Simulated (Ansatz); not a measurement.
The same ligand exchange along the group B, Al, Ga.

Computed with Ansatz on PBE0-D4/def2-TZVP structures; ΔE is electronic, products minus reactants. CCSD(T)/CBS is the MP2 limit (def2-TZVPP, def2-QZVPP) plus CCSD(T) − MP2 in def2-TZVPP, frozen cores. This one scheme is used for every species. Functionals use def2-TZVPP. For Ga outer-core shells are correlated without core-valence functions, which leaves a few kJ/mol of doubt a bond. Scalar relativity is left out up to krypton. One conformer a species, not always the lowest.

```csv
reaction,ωB97X-V (eV),CCSD(T)/CBS(def2) (eV)
`CB(N)S` + HCl → `NB(S)Cl` + CH₄,-0.85,-0.84
`[CH3][Al]([NH2])[SH]` + HCl → `[NH2][Al]([SH])[Cl]` + CH₄,-1.73,-1.73
`[CH3][Ga]([NH2])[SH]` + HCl → `[NH2][Ga]([SH])[Cl]` + CH₄,-1.39,-1.32
```

Largest T1 diagnostic: 0.012, for `[CH3][Ga]([NH2])[SH]`.
